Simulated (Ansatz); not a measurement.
Input file for Ansatz (an electronic-structure program): R-CCSD(T)/cc-pV(T+d)Z on H2OSSi (SMILES O[Si]S), a point of a torsion scan. Files ending in .json are basis or fitting sets from the Basis Set Exchange.

Ansatz 0.2 input:
```yaml
crystal:
  periodic: [false, false, false]
  atoms:
    - {symbol: O, position_ang: [-1.15728783, 0.24480779, -0.10827921]}
    - {symbol: Si, position_ang: [-0.17728163, -0.94677131, -0.62442813]}
    - {symbol: S, position_ang: [1.44944977, -0.57515459, 0.81306856]}
    - {symbol: H, position_ang: [-1.97963289, 0.51929575, -0.50166712]}
    - {symbol: H, position_ang: [1.36293066, -1.78995792, 1.33794743]}
basis:
  gaussian:
    orbitals: cc-pV_T+d_Z.json
magnetization: {spin_polarized: false}
correlation: {method: ccsd_t, electrons: outside_noble_gas}
scf: {lower_state_search: off}
```

Question: What total energy does the run end on?

Answer: -763.1656 hartree (reference determinant -762.5932, T1 diagnostic 0.015).

Question: How many basis functions does it have, and what does it roughly cost on one machine?

Answer: 136 functions; about 19 core-seconds (a rough figure).
